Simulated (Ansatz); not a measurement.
CCl₃NOSi (`O=C=N[Si](Cl)(Cl)Cl`), relaxed with RKS PBE0-D4/def2-TZVP in the Gaussian-basis code of Ansatz from a PBE-D4/def2-SVP geometry. The force threshold is 0.005 eV/Å; the program also tests the step.

Total charge 0; spin multiplicity 1.

Start:

```xyz
7

O    -2.493   -1.665   -0.924
C    -1.559   -1.040   -0.576
N    -0.597   -0.396   -0.217
Si    0.756    0.504    0.280
Cl    0.326    2.506    0.149
Cl    2.351    0.064   -0.934
Cl    1.216    0.026    2.221
```

```
         step  energy (eV)  largest force (eV/Å)  largest move (Å)
            1  -50007.9684                 1.540             0.000
            2  -50008.0409                 0.356             0.040
            3  -50008.0436                 0.151             0.009
            4  -50008.0438                 0.090             0.009
            5  -50008.0441                 0.002             0.004
            6  -50008.0441                 0.028             0.024
            7  -50008.0442                 0.002             0.018
            8  -50008.0442                 0.003             0.001
            9  -50008.0442                 0.005             0.001
           10  -50008.0442                 0.008             0.001
           11  -50008.0444                 0.054             0.019
           12  -50008.0447                 0.079             0.033
           13  -50008.0448                 0.089             0.008
           14  -50008.0451                 0.080             0.023
15 (rejected)  -50008.0169                 1.161             0.197
           16  -50008.0454                 0.024             0.011
17 (rejected)  -50008.0439                 0.385             0.087
           18  -50008.0457                 0.022             0.023
           19  -50008.0462                 0.094             0.040
20 (rejected)  -50008.0449                 0.207             0.038
           21  -50008.0466                 0.043             0.019
           22  -50008.0469                 0.060             0.037
           23  -50008.0470                 0.040             0.005
           24  -50008.0471                 0.002             0.011
```

End:

```xyz
7

O    -2.307   -1.646   -1.129
C    -1.506   -1.014   -0.580
N    -0.705   -0.362    0.026
Si    0.707    0.496    0.325
Cl    0.342    2.475    0.136
Cl    2.148   -0.051   -0.986
Cl    1.321    0.101    2.208
```

Hardware: 4 threads of an Intel Xeon 6975P-C on a shared host. Wall time 72 s, peak host memory 0.88 GiB.
